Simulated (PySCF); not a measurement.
3-methylsulfanylbuta-1,2-diene (C₅H₈S), SMILES C=C=C(C)SC.

Geometry: PBE0-D3(BJ)/def2-SVP. The values are those of a single conformer.

Method: CAM-B3LYP/def2-TZVP (PySCF).

Computed frontier levels, gap, dipole moment and polarisability:
```yaml
highest_occupied_level: -7.57 eV
lowest_empty_level: 1.10 eV
orbital_gap: 8.66 eV
dipole_moment: 1.54 D
quadrupole, principal values (traceless, Buckingham form, about the centre of nuclear charge): -4.94, -1.66, 6.60 D·Å
mean_static_polarisability: 84.6 bohr³ (12.54 Å³)
polarisability_principal_values: 61.0, 70.5, 122.3 bohr³
```
